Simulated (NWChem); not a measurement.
System: C2H7BO2; SMILES CCOBO

Here is an NWChem input.

```
start job
memory heap 200 mb stack 900 mb global 1100 mb
geometry units angstroms noautosym nocenter noautoz
  B     -0.464288     1.288479     0.299333
  H     -1.145032     2.086561     0.905796
  O      0.761554     1.610560    -0.199255
  H      0.998200     2.524807    -0.024655
  O     -0.964708     0.048323     0.122692
  C     -0.251738    -0.959929    -0.568989
  C      0.617689    -1.766907     0.371201
  H     -1.004886    -1.608426    -1.044407
  H      0.361200    -0.513230    -1.369426
  H      0.016133    -2.189726     1.189956
  H      1.099746    -2.597457    -0.167121
  H      1.408715    -1.139861     0.809334
end
basis spherical
  * library 6-31g*
end
dft
  xc hfexch
  iterations 150
  mulliken
end
task dft energy
esp
  recalculate
  probe 0.07
  range 0.3
  factor 1.0
  spacing 0.02
end
task esp
```

NWChem printed, in part:

```
             Northwest Computational Chemistry Package (NWChem) 7.3.0
             --------------------------------------------------------

                             Geometry "geometry" -> ""
                             -------------------------

 Output coordinates in angstroms (scale by  1.889725989 to convert to a.u.)

  No.       Tag          Charge          X              Y              Z
 ---- ---------------- ---------- -------------- -------------- --------------
    1 B                    5.0000    -0.46428800     1.28847900     0.29933300
    2 H                    1.0000    -1.14503200     2.08656100     0.90579600
    3 O                    8.0000     0.76155400     1.61056000    -0.19925500
    4 H                    1.0000     0.99820000     2.52480700    -0.02465500
    5 O                    8.0000    -0.96470800     0.04832300     0.12269200
    6 C                    6.0000    -0.25173800    -0.95992900    -0.56898900
    7 C                    6.0000     0.61768900    -1.76690700     0.37120100
    8 H                    1.0000    -1.00488600    -1.60842600    -1.04440700
    9 H                    1.0000     0.36120000    -0.51323000    -1.36942600
   10 H                    1.0000     0.01613300    -2.18972600     1.18995600
   11 H                    1.0000     1.09974600    -2.59745700    -0.16712100
   12 H                    1.0000     1.40871500    -1.13986100     0.80933400

 Effective nuclear repulsion energy (a.u.)     175.4263089529

  xc_inp: hfexch multiplicative factor not found.

                                 NWChem DFT Module
                                 -----------------

 Summary of "ao basis" -> "ao basis" (spherical)
 ------------------------------------------------------------------------------
       Tag                 Description            Shells   Functions and Types
 ---------------- ------------------------------  ------  ---------------------
 B                           6-31g*                  6       14   3s2p1d
 H                           6-31g*                  2        2   2s
 O                           6-31g*                  6       14   3s2p1d
 C                           6-31g*                  6       14   3s2p1d

            General Information
            -------------------
          SCF calculation type: DFT
          Wavefunction type:  closed shell.
          No. of atoms     :    12
          No. of electrons :    40
           Alpha electrons :    20
            Beta electrons :    20
          Charge           :     0
          Spin multiplicity:     1
          Use of symmetry is: off; symmetry adaption is: off
          Maximum number of iterations: 150
          AO basis - number of functions:    84
                     number of shells:    44
          Convergence on energy requested:  1.00D-06
          Convergence on density requested:  1.00D-05
          Convergence on gradient requested:  5.00D-04

              XC Information
              --------------
                     Hartree-Fock (Exact) Exchange  1.000

      Superposition of Atomic Density Guess
      -------------------------------------

 Sum of atomic energies:        -252.84292903

      Non-variational initial energy
      ------------------------------

 Total energy =    -255.465378
 1-e energy   =    -691.007749
 2-e energy   =     260.116062
 HOMO         =      -0.373204
 LUMO         =       0.095920

     ---------------------------------------------
      Total Density - Mulliken Population Analysis
     ---------------------------------------------

    Atom       Charge   Shell Charges
 -----------   ------   -------------------------------------------------------
    1 B    5     4.32   2.00  0.56  1.06  0.38  0.19  0.12
    2 H    1     1.04   0.48  0.55
    3 O    8     8.87   2.00  0.93  3.13  0.88  1.92  0.01
    4 H    1     0.45   0.35  0.10
    5 O    8     8.67   2.00  0.93  3.08  0.86  1.79  0.02
    6 C    6     6.00   2.00  0.69  1.78  0.58  0.89  0.06
    7 C    6     6.70   2.00  0.72  2.05  0.68  1.22  0.03
    8 H    1     0.81   0.48  0.33
    9 H    1     0.81   0.48  0.33
   10 H    1     0.78   0.47  0.31
   11 H    1     0.77   0.46  0.31
   12 H    1     0.78   0.47  0.31

   convergence    iter        energy       DeltaE   RMS-Dens  Diis-err
 ---------------- ----- ----------------- --------- --------- ---------
 d= 0,ls=0.0,diis     1   -254.2260815100 -4.30D+02  6.36D-03  6.78D-01
 d= 0,ls=0.0,diis     2   -254.2969971701 -7.09D-02  2.45D-03  1.55D-01
 d= 0,ls=0.0,diis     3   -254.3115593481 -1.46D-02  7.60D-04  7.61D-03
 d= 0,ls=0.0,diis     4   -254.3126215796 -1.06D-03  1.55D-04  1.31D-04
 d= 0,ls=0.0,diis     5   -254.3126448911 -2.33D-05  4.00D-05  1.30D-05
  Resetting Diis
 d= 0,ls=0.0,diis     6   -254.3126467966 -1.91D-06  1.44D-05  1.09D-06
 d= 0,ls=0.0,diis     7   -254.3126469768 -1.80D-07  3.52D-06  1.04D-07

         Total DFT energy =     -254.312646976845
      One electron energy =     -695.180195524803
           Coulomb energy =      298.798493811338
    Exchange-Corr. energy =      -33.357254216323
 Nuclear repulsion energy =      175.426308952943

 Numeric. integr. density =        0.000000000000

                       DFT Final Molecular Orbital Analysis
                       ------------------------------------

 Vector   18  Occ=2.000000D+00  E=-4.836648D-01
              MO Center= -2.6D-01,  5.4D-01,  2.4D-01, r^2= 4.5D+00
   Bfn.  Coefficient  Atom+Function         Bfn.  Coefficient  Atom+Function
  ----- ------------  ---------------      ----- ------------  ---------------
    16      0.268592   2 H  s                15      0.217776   2 H  s
    19      0.188911   3 O  px                4      0.179880   1 B  py
    36     -0.178812   5 O  py               50      0.179310   6 C  py
    64     -0.170419   7 C  py               23      0.143863   3 O  px
     5      0.140830   1 B  pz               20     -0.140309   3 O  py

 Vector   19  Occ=2.000000D+00  E=-4.606767D-01
              MO Center= -3.4D-01, -2.8D-01, -1.4D-01, r^2= 3.3D+00
   Bfn.  Coefficient  Atom+Function         Bfn.  Coefficient  Atom+Function
  ----- ------------  ---------------      ----- ------------  ---------------
    35      0.282736   5 O  px               49     -0.233197   6 C  px
    39      0.222550   5 O  px               77     -0.200080   9 H  s
    78     -0.197124   9 H  s                37     -0.189736   5 O  pz
    16      0.170861   2 H  s                41     -0.152510   5 O  pz
    19      0.144591   3 O  px               51      0.144310   6 C  pz

 Vector   20  Occ=2.000000D+00  E=-4.478127D-01
              MO Center= -3.4D-01, -3.7D-01, -5.0D-02, r^2= 2.5D+00
   Bfn.  Coefficient  Atom+Function         Bfn.  Coefficient  Atom+Function
  ----- ------------  ---------------      ----- ------------  ---------------
    37      0.365511   5 O  pz               41      0.302297   5 O  pz
    35      0.239329   5 O  px               39      0.200971   5 O  px
    51     -0.199201   6 C  pz               63      0.180807   7 C  px
    21     -0.174503   3 O  pz               25     -0.152005   3 O  pz
    49     -0.151862   6 C  px               64     -0.139010   7 C  py

 Vector   21  Occ=0.000000D+00  E= 2.073132D-01
              MO Center= -4.7D-01,  1.3D+00,  2.4D-01, r^2= 2.6D+00
   Bfn.  Coefficient  Atom+Function         Bfn.  Coefficient  Atom+Function
  ----- ------------  ---------------      ----- ------------  ---------------
     9      0.763004   1 B  pz                7      0.358179   1 B  px
     5      0.306682   1 B  pz               25     -0.288655   3 O  pz
    41     -0.272066   5 O  pz                8     -0.260302   1 B  py
    78     -0.220133   9 H  s                21     -0.185530   3 O  pz
    37     -0.178447   5 O  pz               66      0.178956   7 C  s

[...]

                     NWChem Electrostatic Potential Fit Module
                     -----------------------------------------

 Atom parameters

 Number of atoms is                                   12
 Number of basis functions is                         84

 Grid parameters

 Maximum number of grid points is                  44044
 Number of grid points is                          44043
 Grid range                                     0.300000 nm
 Grid spacing                                   0.020000 nm
 Probe radius                                   0.070000 nm
 Atom radius factor                             1.000000

 Atomic radii

    1    0.100000
    5    0.158000
    6    0.147000
    8    0.136000
 FASTESP  F
  using M.O. file = ./job.movecs

    Atom              Coordinates                           Charge

                                                  ESP

    1 B    -0.046429    0.128848    0.029933    0.775050
    2 H    -0.114503    0.208656    0.090580   -0.208031
    3 O     0.076155    0.161056   -0.019926   -0.691316
    4 H     0.099820    0.252481   -0.002466    0.394551
    5 O    -0.096471    0.004832    0.012269   -0.649716
    6 C    -0.025174   -0.095993   -0.056899    0.637127
    7 C     0.061769   -0.176691    0.037120   -0.207283
    8 H    -0.100489   -0.160843   -0.104441   -0.086163
    9 H     0.036120   -0.051323   -0.136943   -0.079527
   10 H     0.001613   -0.218973    0.118996    0.049716
   11 H     0.109975   -0.259746   -0.016712    0.011713
   12 H     0.140872   -0.113986    0.080933    0.053879
                                            ------------
                                               -0.000000

 Dipole moment                                  0.528387

 Quadrupole moment Qxx                         -8.239207
                   Qyy                         10.072064
                   Qzz                         -1.832857

 RMS deviation kJ/mol                           0.054596

 RRMS %                                        29.833826
```

Level: Hartree-Fock/6-31G* (spherical d). All runs use the structure optimised with PBE0/def2-SVP.
